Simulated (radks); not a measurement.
Problem. All-electron atom: Br3.25+ in [Ar] 3d10 4s2 4p(up 1.5, down 0.25) (fractional occupations, a model configuration). Method: scalar-relativistic Kohn-Sham, r2SCAN, spin-polarised, spherical densities, finite nucleus; meta-GGA in the generalised Kohn-Sham scheme; Fermi nuclear charge, rms radius 4.1629 fm; computed with a radial shooting solver on a logarithmic mesh with Libxc functionals. Some entries of the table are withheld. Estimate them.

| orbital | occ. | eigenvalue (eV) | r(max) (bohr) |
|---|---|---|---|
| 1s up | 1 | -13396.17 | 0.02792 |
| 1s down | 1 | -13396.00 | 0.02792 |
| 2s up | 1 | -1789.874 | 0.1591 |
| 2s down | 1 | -1789.845 | 0.1591 |
| 2p up | 3 | -1581.642 | 0.1275 |
| 2p down | 3 | -1581.519 | 0.1275 |
| 3s up | 1 | -286.6365 | 0.4831 |
| 3s down | 1 | -286.4966 | 0.4833 |
| 3p up | 3 | -220.0371 | 0.4807 |
| 3p down | 3 | -219.8671 | 0.4809 |
| 3d up | 5 | -110.3026 | (1) |
| 3d down | 5 | -110.0630 | (2) |
| 4s up | 1 | -59.0637 | 1.371 |
| 4s down | 1 | -56.8669 | 1.366 |
| 4p up | 1.5 | -44.0114 | (3) |
| 4p down | 0.25 | -41.7756 | (4) |

Solution. 
(1) 3d up r(max) (bohr): 0.4323
(2) 3d down r(max) (bohr): 0.4323
(3) 4p up r(max) (bohr): 1.529
(4) 4p down r(max) (bohr): 1.523
